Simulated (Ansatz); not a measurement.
Reaction: CH4ClSi (SMILES [CH2][SiH2]Cl, doublet) → CH4ClSi (SMILES C[SiH]Cl, doublet)
Each species at its own B3LYP-D3(BJ)/def2-TZVP minimum (Ansatz, an electronic-structure program).

Quantity: isomerisation energy (electronic), in kcal/mol. UHF or UKS for unpaired electrons; spin-orbit terms are left out. CBS(X,Y): correlation extrapolated as X^-3, Hartree-Fock from the larger set. A bracket is a step between two methods taken in the basis named. Functionals run without relativity, which enters their misses. Double hybrids freeze cores in their MP2 part. '+ core + X2C': CCSD(T) terms for core correlation (cc-pwCVTZ, 1s frozen past Ne) and scalar relativity (cc-pVTZ-DK).

CCSD(T)/CBS(cc-pV(T+d)Z,cc-pV(Q+d)Z) + [CCSDT(Q) - CCSD(T)]/cc-pV(D+d)Z + core + X2C (Ansatz) gives -11.4 kcal/mol.

Task: What does PBE/def2-TZVPD (Ansatz) give here, and how do the other levels compare?

Result: PBE gives -15.3 kcal/mol, 3.9 kcal/mol below it. Differences of the others: r2SCAN/def2-TZVPD (Ansatz) -0.5; B3LYP/def2-TZVPD (Ansatz) -0.1; wB97M-V/def2-TZVPD (Ansatz) 0.3; B2PLYP/def2-TZVPD (Ansatz) -0.2; CCSD(T)/CBS(cc-pV(T+d)Z,cc-pV(Q+d)Z) + core + X2C (Ansatz) 0.0 kcal/mol. Nearer than PBE: r2SCAN/def2-TZVPD, B3LYP/def2-TZVPD, wB97M-V/def2-TZVPD, B2PLYP/def2-TZVPD, CCSD(T)/CBS(cc-pV(T+d)Z,cc-pV(Q+d)Z) + core + X2C.
